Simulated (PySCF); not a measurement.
Compound: C7H9ClNP.
Bonds: C1–N2, N2–C3, N2–C4, C4–C5 (aromatic), C5–C6 (aromatic), C6–C7 (aromatic), C7–Cl8, C7–C9 (aromatic), C9–P10 (aromatic), C4–P10 (aromatic). Hydrogens: H11, H12, H13 on C1; H14, H15, H16 on C3; H17 on C5; H18 on C6; H19 on C9.

The same species was optimised twice, with GFN2-xTB and with PBE0-D3(BJ)/def2-SVP (PySCF), and the same property calculations (PySCF, gas phase) were run on both structures.

```tsv
coordinate	GFN2-xTB	PBE0-D3(BJ)/def2-SVP	change
C4–C5 (Å)	1.399	1.413	+0.014
C6–C7 (Å)	1.388	1.398	+0.010
C4–P10 (Å)	1.773	1.783	+0.010
C7–C9 (Å)	1.373	1.383	+0.010
C5–C6 (Å)	1.378	1.386	+0.008
C9–P10 (Å)	1.730	1.735	+0.005
N2–C4 (Å)	1.364	1.368	+0.004
C1–N2 (Å)	1.438	1.440	+0.002
C7–Cl8 (Å)	1.743	1.743	0.000
N2–C3 (Å)	1.441	1.440	-0.001
N2–C4–P10 (°)	117.0	118.2	+1.2
C3–N2–C4 (°)	121.9	120.8	-1.1
C6–C7–C9 (°)	123.6	122.6	-1.0
C7–C9–P10 (°)	125.4	126.4	+1.0
C1–N2–C4 (°)	118.5	119.2	+0.7
Cl8–C7–C9 (°)	118.7	119.5	+0.8
N2–C4–C5 (°)	120.8	120.1	-0.7
C5–C4–P10 (°)	122.2	121.8	-0.4
C1–N2–C4–C5 (°)	180	180	0
```

Rotational constants: A = 2522, B = 533.2, C = 442.5 MHz (GFN2-xTB) against A = 2488, B = 527.5, C = 437.7 MHz (PBE0-D3(BJ)/def2-SVP).

On the GFN2-xTB structure: HOMO (eV) -5.79 [PBE0/pcSseg-1]; LUMO (eV) -1.34 [PBE0/pcSseg-1]; dipole (D) 4.48 [PBE0/pcSseg-1]; GIAO shielding of C1/C3 (mean) (ppm) 142.4 [PBE0/pcSseg-1]; GIAO shielding of N2 (ppm) 176.2 [PBE0/pcSseg-1]; GIAO shielding of C4 (ppm) 7.3 [PBE0/pcSseg-1]; GIAO shielding of C5 (ppm) 69.1 [PBE0/pcSseg-1]; GIAO shielding of C6 (ppm) 49.3 [PBE0/pcSseg-1]; GIAO shielding of C7 (ppm) 50.3 [PBE0/pcSseg-1]; GIAO shielding of Cl8 (ppm) 691.5 [PBE0/pcSseg-1]; GIAO shielding of C9 (ppm) 26.9 [PBE0/pcSseg-1].

What do these properties become on the PBE0-D3(BJ)/def2-SVP structure?

```json
{"property": "HOMO (eV)", "level": "PBE0/pcSseg-1", "on GFN2-xTB": "-5.79", "on PBE0-D3(BJ)/def2-SVP": "-5.80", "change": "-0.01"}
{"property": "LUMO (eV)", "level": "PBE0/pcSseg-1", "on GFN2-xTB": "-1.34", "on PBE0-D3(BJ)/def2-SVP": "-1.36", "change": "-0.02"}
{"property": "dipole (D)", "level": "PBE0/pcSseg-1", "on GFN2-xTB": "4.48", "on PBE0-D3(BJ)/def2-SVP": "4.43", "change": "-0.05"}
{"property": "energy, GFN2-xTB geometry as zero (kcal/mol)", "level": "PBE0/pcSseg-1", "on GFN2-xTB": "0.0", "on PBE0-D3(BJ)/def2-SVP": "-0.4", "change": "-0.4"}
{"property": "GIAO shielding of C1/C3 (mean) (ppm)", "level": "PBE0/pcSseg-1", "on GFN2-xTB": "142.4", "on PBE0-D3(BJ)/def2-SVP": "141.2", "change": "-1.2"}
{"property": "GIAO shielding of N2 (ppm)", "level": "PBE0/pcSseg-1", "on GFN2-xTB": "176.2", "on PBE0-D3(BJ)/def2-SVP": "173.4", "change": "-2.8"}
{"property": "GIAO shielding of C4 (ppm)", "level": "PBE0/pcSseg-1", "on GFN2-xTB": "7.3", "on PBE0-D3(BJ)/def2-SVP": "4.4", "change": "-2.9"}
{"property": "GIAO shielding of C5 (ppm)", "level": "PBE0/pcSseg-1", "on GFN2-xTB": "69.1", "on PBE0-D3(BJ)/def2-SVP": "66.0", "change": "-3.1"}
{"property": "GIAO shielding of C6 (ppm)", "level": "PBE0/pcSseg-1", "on GFN2-xTB": "49.3", "on PBE0-D3(BJ)/def2-SVP": "46.4", "change": "-2.9"}
{"property": "GIAO shielding of C7 (ppm)", "level": "PBE0/pcSseg-1", "on GFN2-xTB": "50.3", "on PBE0-D3(BJ)/def2-SVP": "47.7", "change": "-2.6"}
{"property": "GIAO shielding of Cl8 (ppm)", "level": "PBE0/pcSseg-1", "on GFN2-xTB": "691.5", "on PBE0-D3(BJ)/def2-SVP": "690.2", "change": "-1.3"}
{"property": "GIAO shielding of C9 (ppm)", "level": "PBE0/pcSseg-1", "on GFN2-xTB": "26.9", "on PBE0-D3(BJ)/def2-SVP": "25.2", "change": "-1.7"}
```

The heavy atoms differ by 0.027 Å rms after alignment. Among bonds between heavy atoms C4–C5 changes most (+0.014 Å). Changes are differences of the printed values. Neither structure is proved a minimum here.

Shape of the structure used: `[CH3:1][N:2]([CH3:3])[c:4]1[cH:5][cH:6][c:7]([Cl:8])[cH:9][p:10]1`: C1–N2–C4–C5 180°.
